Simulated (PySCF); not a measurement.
Kr (krypton, neutral) across methods

[Ar] 3d10 4s2 4p5 5s1, high-spin 3P determinant (an excited configuration). Calculation: PySCF 2.14, in aug-cc-pVTZ-PP with one added diffuse shell each of s, d, f type with ECP10MDF (7s5p5d3f, 68 functions); a scalar-relativistic core potential.

```
   method  E (hartree)  mean ε 4p α (eV)  mean ε 4p β (eV)  mean ε 5s α (eV)  Σ⟨r²⟩ (bohr²)   ⟨S²⟩
      LDA    -462.5806           -14.424           -13.465            -2.502          62.57  2.001
CAM-B3LYP    -463.2046           -17.408           -16.433            -3.450          63.92  2.002
   r2SCAN    -463.0748           -15.031           -13.962            -2.438          64.37  2.004
    HSE06    -463.1752           -15.633           -14.573            -2.505          64.09  2.003
      UHF   -461.85508           -20.250           -18.877            -3.736          68.26  2.008
  r2SCANh    -463.0772           -15.614           -14.523            -2.600          64.38  2.004
      PBE    -463.2055           -14.396           -13.396            -2.383          63.80  2.002
     PBE0    -463.1808           -16.086           -15.009            -2.806          64.35  2.003
```

Estimate the same row for revPBE.

E (hartree) = -463.2725; mean ε 4p α (eV) = -14.396; mean ε 4p β (eV) = -13.398; mean ε 5s α (eV) = -2.346; Σ⟨r²⟩ (bohr²) = 64.22; ⟨S²⟩ = 2.002.

Energies and moments cover only the electrons outside the core potential. The outer electron is Rydberg-like, and this basis confines it to a smaller radius and binds it less than a complete one would.
